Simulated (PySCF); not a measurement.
Mapped SMILES: `[CH3:1][c:2]1[cH:3][cH:4][c:5]([NH:6][SiH3:7])[cH:8][cH:9]1`. Hydrogens are named by the atom that carries them.

Theory: shielding tensors at B97-2/pcSseg-1 (GIAO), geometry: PBE0-D3(BJ)/def2-SVP, in PySCF (averaged over atoms made equivalent by symmetry, fast rotation or ring inversion, no solvent, non-relativistic Hamiltonian, one conformer).

Chemical shifts δ = σref − σ; $^{13}$C, $^{1}$H, $^{29}$Si against TMS; $^{15}$N against NH3, all at this level.

```csv
atoms,nucleus,count,δ (ppm)
C1,$^{13}$C,1,22.3
N6,$^{15}$N,1,?
C2,$^{13}$C,1,?
H(C4)/H(C8),$^{1}$H,2,6.49
H(C1),$^{1}$H,3,?
C3/C9,$^{13}$C,2,132.5
C4/C8,$^{13}$C,2,115.3
H(N6),$^{1}$H,1,2.75
C5,$^{13}$C,1,146.1
H(Si7),$^{1}$H,3,?
Si7,$^{29}$Si,1,-61.0
H(C3)/H(C9),$^{1}$H,2,7.05
```

Fill in the missing shifts.

Results:


- C2: 128.2 ppm, substituted aromatic carbon
- H(Si7): 4.65 ppm, hydrogen on a silicon bonded to N
- H(C1): 2.25 ppm, hydrogen on a methyl carbon on an aromatic ring; benzylic-type position, deshielded by the ring
- N6: 60.1 ppm, aniline-type nitrogen

The OH or NH signal is concentration- and solvent-dependent in practice; the value given is the gas-phase one. Shifts are as computed. Against solution values, carbons near 30 ppm lie about +1 ppm off and those near 130 ppm about +2 ppm. Of 1211 compounds with measured shifts, 218 miss one by over three times the rms of a fit or turn the order of signals round; such compounds aren't used in these exercises. Experimental scales use liquid or dissolved standards, which lie at an offset from isolated NH3 (liquid NH3: subtract about 20 ppm).
